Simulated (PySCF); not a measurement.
SCF from a fresh guess for quartet PtF3, at the PBE0 minimum. PySCF input:

```python
from pyscf import gto, scf, dft
mol = gto.M(atom='''
Pt     0.059729    -0.091517     0.000004
F      1.794604     0.559091     0.000108
F     -0.901293     1.648531    -0.000055
F     -1.376608    -1.260486    -0.000083''',
    basis={'Pt': 'def2-SVP', 'F': 'def2-SVP'},
    ecp={'Pt': 'def2-SVP'},
    charge=0, spin=3)
mf = dft.UKS(mol, xc='PBE0')
mf.grids.atom_grid = (50, 194)
aux = {'Pt': 'def2-universal-JKFIT', 'F': 'def2-universal-JKFIT'}
mf = mf.density_fit(auxbasis=aux)
mf.conv_tol = 1e-08
mf.diis_space = 10
mf.max_cycle = 60
mf.init_guess = 'minao'
mf.verbose = 4
mf.kernel()
```

Excerpt of the output (cycles alone):

```
init E= -406.683074748424
cycle= 1 E= -417.975470135412  delta_E= -11.3  |g|= 0.662  |ddm|= 5.62
cycle= 2 E= -417.609122218497  delta_E= 0.366  |g|= 1.18  |ddm|= 1.84
cycle= 3 E= -418.214217169421  delta_E= -0.605  |g|= 0.215  |ddm|=  1.2
cycle= 4 E= -418.219640982337  delta_E= -0.00542  |g|= 0.174  |ddm|= 0.237
cycle= 5 E= -418.229691429719  delta_E= -0.0101  |g|= 0.0716  |ddm|= 0.165
cycle= 6 E= -418.231576561876  delta_E= -0.00189  |g|= 0.018  |ddm|= 0.0618
cycle= 7 E= -418.231811963614  delta_E= -0.000235  |g|= 0.00606  |ddm|= 0.0348
cycle= 8 E= -418.231852143773  delta_E= -4.02e-05  |g|= 0.00167  |ddm|= 0.0166
cycle= 9 E= -418.231858614174  delta_E= -6.47e-06  |g|= 0.00229  |ddm|= 0.00913
cycle= 10 E= -418.231861224776  delta_E= -2.61e-06  |g|= 0.000666  |ddm|= 0.00282
cycle= 11 E= -418.231861854471  delta_E= -6.3e-07  |g|= 0.000136  |ddm|= 0.00238
cycle= 12 E= -418.231861927521  delta_E= -7.3e-08  |g|= 4.25e-05  |ddm|= 0.000947
cycle= 13 E= -418.231861937069  delta_E= -9.55e-09  |g|= 2.29e-05  |ddm|= 0.000308
Extra cycle  E= -418.231861940456  delta_E= -3.39e-09  |g|= 3.17e-05  |ddm|= 0.000164
converged SCF energy = -418.231861940456  <S^2> = 3.7590713  2S+1 = 4.0045331
```

No lower solution of this spin was found from smeared starts or by a stability analysis within the unrestricted form.

With open d or f shells other occupations or spin states may lie lower. Spin–orbit coupling, left out here, can matter for elements this heavy.

The search for the lowest solution, 3 starts and the stability check together, took 20 s on 2 threads of a shared Arm Neoverse N1 host, with 74 basis functions; the process peaked at 0.4 GiB. Launch command: `OMP_NUM_THREADS=2 python axn.py task.json out`.
